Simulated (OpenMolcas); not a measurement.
## How methods differ on GeH2Cl2 (SMILES [Cl][GeH2][Cl])

GeH2Cl2: 5 atoms, total charge 0, spin state singlet. SMILES: `[Cl][GeH2][Cl]`. The shape is that of a PBE0-D4/def2-TZVP optimisation.

Quantity: the dipole moment, in D. The values are calculated.

```
           level           kind     program  value (D)  CPU time
    HF/def2-SVPD   Hartree–Fock  OpenMolcas       2.21      26 s
 SVWN5/def2-SVPD            LDA  OpenMolcas       1.97      39 s
revPBE/def2-SVPD            GGA  OpenMolcas       1.92      43 s
  TPSS/def2-SVPD       meta-GGA  OpenMolcas       1.95      49 s
r2SCAN/def2-SVPD       meta-GGA  OpenMolcas       2.00      48 s
 B3LYP/def2-SVPD  global hybrid  OpenMolcas       2.01      40 s
 BHLYP/def2-SVPD  global hybrid  OpenMolcas       2.11      37 s
  PBE0/def2-SVPD  global hybrid  OpenMolcas       2.04      42 s
```

All-electron rows without a relativistic Hamiltonian named are non-relativistic. The values span 1.92 to 2.21 D. Magnitudes only. CPU times are rough (shared hosts, several kinds of processor and program).
